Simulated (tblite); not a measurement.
Compound: C₅H₁₄FGeN.
Atom-mapped SMILES: `[CH3:1][CH2:2][C@H:3]([F:4])[CH2:5][GeH2:6][NH:7][CH3:8]` (hydrogens: H9, H10, H11 on C1; H12, H13 on C2; H14 on C3; H15, H16 on C5; H17, H18 on Ge6; H19 on N7; H20, H21, H22 on C8)

Computed with GFN2-xTB (tblite), gas phase: L-BFGS steps from a force-field or distance-geometry start until the largest atomic force falls under 0.01 eV/Å.

Step 31: E = -746.2133 eV
```
atom  x, y, z in Å  |  force x, y, z in eV/Å
C1     -3.8464    0.4830   -0.0011   -0.039   0.041  -0.018
C2     -2.6532   -0.4053    0.3302   -0.045  -0.015   0.011
C3     -1.3418    0.2801   -0.0190    0.025   0.026   0.030
F4     -1.2713    0.4862   -1.3952    0.000   0.016  -0.035
C5     -0.1007   -0.4893    0.3757    0.065  -0.021   0.031
Ge6     1.4635    0.3864   -0.4690    0.074  -0.009   0.001
N7      2.9403   -0.4099    0.2309   -0.029   0.000   0.017
C8      4.2813   -0.3233   -0.3171   -0.007  -0.016  -0.018
H9     -3.8047    1.4052    0.5756   -0.004  -0.009  -0.001
H10    -3.8251    0.7384   -1.0576   -0.029   0.012  -0.008
H11    -4.7899   -0.0141    0.2153    0.080  -0.043   0.013
H12    -2.6256   -0.6356    1.3956   -0.066  -0.017   0.052
H13    -2.7231   -1.3446   -0.2192    0.011  -0.022  -0.046
H14    -1.3176    1.2857    0.4174    0.010   0.056  -0.004
H15    -0.0136   -0.5057    1.4601    0.002   0.004   0.055
H16    -0.1787   -1.5224    0.0389   -0.005  -0.009  -0.035
H17     1.5908    0.1481   -1.9423   -0.018   0.028   0.007
H18     1.3372    1.8907   -0.2269    0.043  -0.034  -0.048
H19     2.9724   -0.5006    1.2361   -0.020  -0.040  -0.004
H20     4.2162   -0.0318   -1.3633   -0.014   0.030  -0.020
H21     4.7658   -1.3038   -0.2746    0.018   0.036   0.070
H22     4.9141    0.4019    0.2070   -0.053  -0.014  -0.049
```

Step 32: E = -746.2149 eV
```
atom  x, y, z in Å  |  force x, y, z in eV/Å
C1     -3.8464    0.4840   -0.0012    0.019   0.008  -0.017
C2     -2.6522   -0.4038    0.3306   -0.038  -0.021   0.008
C3     -1.3387    0.2804   -0.0174   -0.021   0.021   0.006
F4     -1.2657    0.4844   -1.3944   -0.014   0.013  -0.029
C5     -0.0984   -0.4896    0.3776    0.017  -0.001   0.022
Ge6     1.4632    0.3856   -0.4683    0.091   0.001  -0.007
N7      2.9385   -0.4085    0.2344   -0.032   0.010  -0.138
C8      4.2780   -0.3219   -0.3179   -0.023  -0.015  -0.005
H9     -3.7998    1.4048    0.5776   -0.046  -0.013  -0.017
H10    -3.8233    0.7377   -1.0584   -0.043   0.023   0.008
H11    -4.7864   -0.0200    0.2157    0.075   0.001   0.012
H12    -2.6297   -0.6354    1.3961   -0.044  -0.010   0.040
H13    -2.7235   -1.3427   -0.2191    0.021  -0.029  -0.050
H14    -1.3169    1.2872    0.4152    0.022   0.061   0.012
H15    -0.0154   -0.5053    1.4622    0.019  -0.024   0.050
H16    -0.1791   -1.5201    0.0335    0.005  -0.019  -0.001
H17     1.5926    0.1499   -1.9421   -0.019   0.017   0.013
H18     1.3398    1.8897   -0.2305    0.037  -0.020  -0.039
H19     2.9696   -0.5063    1.2355   -0.006  -0.047   0.123
H20     4.2090   -0.0325   -1.3653   -0.004   0.021   0.014
H21     4.7630   -1.3010   -0.2713    0.029   0.011   0.049
H22     4.9112    0.4030    0.2049   -0.046   0.010  -0.055
```

Step 33: E = -746.2162 eV
```
atom  x, y, z in Å  |  force x, y, z in eV/Å
C1     -3.8473    0.4846   -0.0016    0.054  -0.018  -0.011
C2     -2.6530   -0.4035    0.3307   -0.008  -0.016   0.002
C3     -1.3379    0.2814   -0.0161   -0.035   0.012  -0.004
F4     -1.2645    0.4855   -1.3942   -0.016   0.006   0.003
C5     -0.0970   -0.4895    0.3789   -0.017   0.017   0.011
Ge6     1.4648    0.3847   -0.4687    0.059   0.004  -0.008
N7      2.9376   -0.4126    0.2326    0.005   0.002  -0.055
C8      4.2777   -0.3223   -0.3188   -0.030  -0.016   0.006
H9     -3.7994    1.4045    0.5781   -0.058  -0.007  -0.021
H10    -3.8246    0.7375   -1.0590   -0.045   0.027   0.011
H11    -4.7843   -0.0233    0.2165    0.050   0.014   0.011
H12    -2.6336   -0.6361    1.3970   -0.032  -0.005   0.012
H13    -2.7238   -1.3421   -0.2207    0.025  -0.015  -0.036
H14    -1.3169    1.2890    0.4157    0.024   0.043   0.010
H15    -0.0157   -0.5040    1.4641    0.024  -0.037   0.029
H16    -0.1797   -1.5193    0.0319    0.011  -0.009   0.019
H17     1.5916    0.1509   -1.9427   -0.017   0.011   0.010
H18     1.3424    1.8882   -0.2324    0.038  -0.010  -0.033
H19     2.9699   -0.5057    1.2363   -0.011  -0.042   0.041
H20     4.2093   -0.0323   -1.3663   -0.002   0.008   0.025
H21     4.7655   -1.2997   -0.2690    0.026   0.005   0.033
H22     4.9086    0.4034    0.2052   -0.043   0.025  -0.053
```

Problem. Estimate the geometry and energy of step 34. (The exact step hangs on the optimiser's Hessian estimate; all steps are aligned on step 33, rigid shifts and turns removed.)

Solution. E = -746.2174 eV, largest force 0.070 eV/Å
```
atom  x, y, z in Å  |  force x, y, z in eV/Å
C1     -3.8471    0.4850   -0.0022    0.062  -0.033  -0.004
C2     -2.6538   -0.4037    0.3310    0.032  -0.002  -0.007
C3     -1.3375    0.2826   -0.0146   -0.024   0.003  -0.005
F4     -1.2623    0.4854   -1.3939   -0.024   0.002   0.037
C5     -0.0958   -0.4892    0.3810   -0.036   0.029  -0.001
Ge6     1.4673    0.3842   -0.4692   -0.007   0.002   0.000
N7      2.9367   -0.4145    0.2314    0.030  -0.020   0.026
C8      4.2765   -0.3227   -0.3196   -0.021  -0.012   0.011
H9     -3.8002    1.4041    0.5782   -0.057   0.003  -0.017
H10    -3.8266    0.7380   -1.0593   -0.038   0.027   0.004
H11    -4.7809   -0.0259    0.2174    0.009   0.013   0.011
H12    -2.6378   -0.6365    1.3981   -0.020  -0.004  -0.023
H13    -2.7237   -1.3418   -0.2229    0.029   0.007  -0.015
H14    -1.3165    1.2918    0.4158    0.020   0.010   0.003
H15    -0.0156   -0.5051    1.4672    0.026  -0.040  -0.005
H16    -0.1801   -1.5183    0.0303    0.017   0.010   0.039
H17     1.5911    0.1527   -1.9431   -0.014   0.001   0.000
H18     1.3458    1.8870   -0.2356    0.038   0.007  -0.025
H19     2.9691   -0.5077    1.2369   -0.013  -0.037  -0.031
H20     4.2084   -0.0321   -1.3670   -0.002  -0.009   0.022
H21     4.7674   -1.2982   -0.2658    0.021  -0.003   0.016
H22     4.9051    0.4044    0.2034   -0.028   0.047  -0.038
```

The energy changes by -0.0012 eV. The first-order estimate −F·Δx gives -0.0018 eV and the mean of the old and new forces, exact on a quadratic surface, -0.0012 eV. The step makes an angle of 51° with the force vector and moves no atom by more than 0.005 Å.

What follows is the cost of the whole relaxation. Hardware: an Arm Neoverse V2 with one thread, no GPU, shared host with 32 logical CPUs at a one-minute load of 14. Cost: 0.71 s.
